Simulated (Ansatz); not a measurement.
This geometry of BCl2H + FH (6 atoms, charge 0, multiplicity 1) is a first-order saddle point.

Computed with Ansatz 0.2.0, RKS PBE0-D4/def2-SVP.

```xyz
6
Properties=species:S:1:pos:R:3
B 0.013 -0.233 0.025
H 0.015 0.190 1.280
Cl 1.534 0.159 -0.777
Cl -1.532 0.107 -0.755
F 0.042 -1.741 0.578
H 0.033 -0.885 1.340
```

(1) Which two structures does it join? (They come from a converged band through this point; their orientation in space is the band's.)

(2) How far does it lie above each of them?

## Answers

(1) Bonds broken: B1–H2, F5–H6. Bonds formed: B1–F5, H2–H6. BCl2H + FH becomes BCl2F + H2.

First end point:

```xyz
6
Properties=species:S:1:pos:R:3
B -0.004 0.320 -0.093
H -0.005 0.635 1.067
Cl 1.509 0.231 -0.954
Cl -1.518 0.180 -0.945
F 0.040 -1.995 0.860
H 0.083 -1.773 1.756
```

Last end point:

```xyz
6
Properties=species:S:1:pos:R:3
B 0.010 -0.594 -0.698
H 0.027 0.184 2.308
Cl 1.515 0.232 -1.001
Cl -1.525 0.185 -0.966
F 0.034 -1.833 -0.268
H 0.044 -0.577 2.315
```

(2) 64.5 kJ/mol above the first and 183.6 kJ/mol above the second. This is the barrier of this one path; another mechanism may lie lower. The orbitals stay closed-shell, which can raise the energy where a bond breaks towards radicals; this wasn't checked here.

The run took 9.3 min on 1 thread of Arm Neoverse V1, on a shared host, peak memory 0.14 GiB.
